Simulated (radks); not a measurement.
The numbers below are computed, except where a source is named.
Rb II, 36 electrons, occupied as [Kr].

Level of theory: Dirac Kohn-Sham, LDA (Slater exchange, Perdew-Wang correlation), spin-unpolarised, spherical densities, finite nucleus; Fermi nuclear charge, rms radius 4.2036 fm (a radial shooting solver on a logarithmic mesh with Libxc functionals).

Energy parts (eV):
total: -81027.817
kinetic: 83307.023
electron-nucleus: -195536.078
Hartree: 33843.011
exchange-correlation: -2641.773

Orbitals (lengths in bohr, moments of r in powers of bohr; r(max) is where P^2 peaks):
orbital  occ.  eigenvalue (eV)     <r^2>   <1/r>   r(max)      <r>  small-component weight
1s1/2       2        -15009.84  0.002192   37.83  0.02632  0.04034                1.80e-02
2s1/2       2        -2010.225   0.03733   8.490   0.1499   0.1778                3.60e-03
2p1/2       2        -1825.396   0.02850   8.468   0.1173   0.1524                3.60e-03
2p3/2       4        -1764.727   0.02992   8.156   0.1207   0.1565                3.51e-03
3s1/2       2        -302.7016    0.3008   2.819   0.4516   0.5115                8.95e-04
3p1/2       2        -236.4615    0.3071   2.710   0.4407   0.5123                8.45e-04
3p3/2       4        -227.3251    0.3198   2.635   0.4497   0.5229                8.19e-04
3d3/2       4        -110.9321    0.3361   2.402   0.3905   0.5235                7.02e-04
3d5/2       6        -109.3800    0.3409   2.382   0.3932   0.5273                6.95e-04
4s1/2       2         -37.7729     2.403  0.9277    1.256    1.451                1.58e-04
4p1/2       2         -22.4034     3.303  0.7894    1.402    1.688                1.18e-04
4p3/2       4         -21.4957     3.453  0.7694    1.432    1.726                1.14e-04

The highest occupied level is 4p3/2 at -21.496 eV. The electron density at the nucleus is 5.468e+04 e/bohr^3. The density falls to 0.001 e/bohr^3 at r = 3.64 bohr.
